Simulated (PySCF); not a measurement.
H2O2S2, SMILES OSSO.

Coordinates come from a B3LYP-D3(BJ)/def2-SVP optimisation. Other conformers were not sampled.

These are TDDFT-PBE/def2-SVPD in PySCF values and carry that method's errors.

Vertical excitations. Gas-phase values at a fixed geometry. State labels are in the subgroup C2.

Computed excitation energies, oscillator strengths and character:
```
state  symmetry  energy (eV)  λ (nm)      f                                                                  main pairs
-----  --------  -----------  ------  -----  --------------------------------------------------------------------------
S1            A         4.74     261  0.005                                                            HOMO→LUMO+1 98 %
S2            B         4.94     251  0.014                                                              HOMO→LUMO 83 %
S3            A         5.10     243  0.001                                                            HOMO−1→LUMO 93 %
S4            B         5.16     240  0.010                      HOMO−1→LUMO+1 46 %, HOMO→LUMO+2 30 %, HOMO−2→LUMO 14 %
S5            B         5.28     235  0.003                                          HOMO→LUMO+2 49 %, HOMO−2→LUMO 45 %
S6            A         5.40     230  0.004                                                          HOMO−2→LUMO+1 99 %
S7            B         5.53     224  0.043  HOMO−2→LUMO 34 %, HOMO−1→LUMO+1 25 %, HOMO−2→LUMO+2 24 %, HOMO→LUMO+2 14 %
S8            A         5.65     220  0.002                                                          HOMO−1→LUMO+2 94 %
S9            A         6.01     206  0.009                                                            HOMO→LUMO+3 99 %
S10           B         6.31     196  0.088                                      HOMO−1→LUMO+3 68 %, HOMO−2→LUMO+2 24 %
T1            B         3.99     311      0                                                              HOMO→LUMO 97 %
T2            A         4.18     296      0                                                            HOMO→LUMO+1 94 %
T3            A         4.43     280      0                                                            HOMO−1→LUMO 92 %
T4            B         4.48     277      0                                                          HOMO−1→LUMO+1 95 %
```
Triplets are in the Tamm–Dancoff approximation, which puts them higher than full response would, so one can lie above its singlet here.
